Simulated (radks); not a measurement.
Trend from Ni2+ to Pt2+: ionisation energy by Delta-SCF between NIST ground configurations, and size. Calculated with a radial shooting solver on a logarithmic mesh with Libxc functionals: scalar-relativistic Kohn-Sham, PBEsol, spin-unpolarised, spherical densities, finite nucleus; Fermi nuclear charge, rms radius of each element as measured or else 0.836 A^(1/3) + 0.57 fm.

\begin{tabular}{lrrrr}
species & configuration & IE (eV) & NIST (eV) & kind \\ \hline
Ni2+ & [Ar] 3d8 & 37.437 & 35.19 & exp. \\
Pd2+ & [Kr] 4d8 & 34.349 & 32.930 & semi-emp. \\
Pt2+ & [Xe] 4f14 5d8 & 32.249 & 29 & theory \\
\end{tabular}

Reference values: NIST Atomic Spectra Database (exp. = measured, semi-emp. = semi-empirical, theory = theoretical value adopted there). Spin polarisation and multiplet splitting are left out, so open shells lie too high by an amount that depends on their filling. Spin-orbit splitting is averaged out at the scalar-relativistic level.

Beside tabulated values, note that spin-unpolarised runs miss the spin-polarisation part of the exchange energy of open shells.
